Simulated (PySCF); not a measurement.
Phthalide, C₈H₆O₂.
Atom-mapped SMILES: `[O:1]=[C:2]1[O:3][CH2:4][c:5]2[cH:6][cH:7][cH:8][cH:9][c:10]21` (hydrogens: H11, H12 on C4; H13 on C6; H14 on C7; H15 on C8; H16 on C9)

The same species was optimised twice, with GFN2-xTB and with PBE0-D3(BJ)/def2-SVP (PySCF), and the same property calculations (PySCF, gas phase) were run on both structures.

| coordinate | GFN2-xTB | PBE0-D3(BJ)/def2-SVP | change |
| --- | --- | --- | --- |
| C7–C8 (Å) | 1.390 | 1.402 | +0.012 |
| C5–C6 (Å) | 1.380 | 1.391 | +0.011 |
| C6–C7 (Å) | 1.388 | 1.396 | +0.008 |
| C8–C9 (Å) | 1.385 | 1.392 | +0.007 |
| C9–C10 (Å) | 1.385 | 1.391 | +0.006 |
| C2–O3 (Å) | 1.358 | 1.362 | +0.004 |
| O1=C2 (Å) | 1.198 | 1.195 | -0.003 |
| C5–C10 (Å) | 1.392 | 1.389 | -0.003 |
| C4–C5 (Å) | 1.496 | 1.499 | +0.003 |
| C2–C10 (Å) | 1.479 | 1.481 | +0.002 |
| O3–C4 (Å) | 1.419 | 1.417 | -0.002 |
| C2–C10–C9 (°) | 130.6 | 129.5 | -1.1 |
| O3–C2–C10 (°) | 107.7 | 107.0 | -0.7 |
| O1–C2–C10 (°) | 129.3 | 129.9 | +0.6 |
| C2–C10–C5 (°) | 107.8 | 108.4 | +0.6 |
| C5–C10–C9 (°) | 121.6 | 122.1 | +0.5 |
| C4–C5–C6 (°) | 131.6 | 132.1 | +0.5 |
| C7–C8–C9 (°) | 120.9 | 120.5 | -0.4 |
| C2–O3–C4 (°) | 111.6 | 111.9 | +0.3 |

Rotational constants: A = 2783, B = 1271, C = 877.5 MHz (GFN2-xTB) against A = 2763, B = 1265, C = 872.3 MHz (PBE0-D3(BJ)/def2-SVP). Point groups within 0.08 Å: Cs and Cs. Atoms that the bonding makes alike are paired by their places after alignment.

On the GFN2-xTB structure: HOMO (eV) -7.84 [PBE0/pcSseg-1]; LUMO (eV) -1.53 [PBE0/pcSseg-1]; dipole (D) 5.24 [PBE0/pcSseg-1]; GIAO shielding of O1 (ppm) -76.5 [PBE0/pcSseg-1]; GIAO shielding of C2 (ppm) 12.5 [PBE0/pcSseg-1]; GIAO shielding of O3 (ppm) 125.0 [PBE0/pcSseg-1]; GIAO shielding of C4 (ppm) 115.5 [PBE0/pcSseg-1]; GIAO shielding of C5 (ppm) 32.8 [PBE0/pcSseg-1]; GIAO shielding of C6 (ppm) 60.0 [PBE0/pcSseg-1]; GIAO shielding of C7 (ppm) 48.6 [PBE0/pcSseg-1]; GIAO shielding of C8 (ppm) 53.1 [PBE0/pcSseg-1].

What do these properties become on the PBE0-D3(BJ)/def2-SVP structure?

```json
{"property": "HOMO (eV)", "level": "PBE0/pcSseg-1", "on GFN2-xTB": "-7.84", "on PBE0-D3(BJ)/def2-SVP": "-7.82", "change": "+0.02"}
{"property": "LUMO (eV)", "level": "PBE0/pcSseg-1", "on GFN2-xTB": "-1.53", "on PBE0-D3(BJ)/def2-SVP": "-1.54", "change": "-0.01"}
{"property": "dipole (D)", "level": "PBE0/pcSseg-1", "on GFN2-xTB": "5.24", "on PBE0-D3(BJ)/def2-SVP": "5.19", "change": "-0.05"}
{"property": "energy, GFN2-xTB geometry as zero (kcal/mol)", "level": "PBE0/pcSseg-1", "on GFN2-xTB": "0.0", "on PBE0-D3(BJ)/def2-SVP": "-0.1", "change": "-0.1"}
{"property": "GIAO shielding of O1 (ppm)", "level": "PBE0/pcSseg-1", "on GFN2-xTB": "-76.5", "on PBE0-D3(BJ)/def2-SVP": "-72.4", "change": "+4.1"}
{"property": "GIAO shielding of C2 (ppm)", "level": "PBE0/pcSseg-1", "on GFN2-xTB": "12.5", "on PBE0-D3(BJ)/def2-SVP": "13.0", "change": "+0.5"}
{"property": "GIAO shielding of O3 (ppm)", "level": "PBE0/pcSseg-1", "on GFN2-xTB": "125.0", "on PBE0-D3(BJ)/def2-SVP": "123.7", "change": "-1.3"}
{"property": "GIAO shielding of C4 (ppm)", "level": "PBE0/pcSseg-1", "on GFN2-xTB": "115.5", "on PBE0-D3(BJ)/def2-SVP": "115.1", "change": "-0.4"}
{"property": "GIAO shielding of C5 (ppm)", "level": "PBE0/pcSseg-1", "on GFN2-xTB": "32.8", "on PBE0-D3(BJ)/def2-SVP": "32.3", "change": "-0.5"}
{"property": "GIAO shielding of C6 (ppm)", "level": "PBE0/pcSseg-1", "on GFN2-xTB": "60.0", "on PBE0-D3(BJ)/def2-SVP": "57.8", "change": "-2.2"}
{"property": "GIAO shielding of C7 (ppm)", "level": "PBE0/pcSseg-1", "on GFN2-xTB": "48.6", "on PBE0-D3(BJ)/def2-SVP": "45.7", "change": "-2.9"}
{"property": "GIAO shielding of C8 (ppm)", "level": "PBE0/pcSseg-1", "on GFN2-xTB": "53.1", "on PBE0-D3(BJ)/def2-SVP": "50.3", "change": "-2.8"}
```

The heavy atoms differ by 0.009 Å rms after alignment. Among bonds between heavy atoms C5–C6 and C7–C8 change most and about equally (+0.011 to +0.012 Å). Changes are differences of the printed values. Neither structure is proved a minimum here.
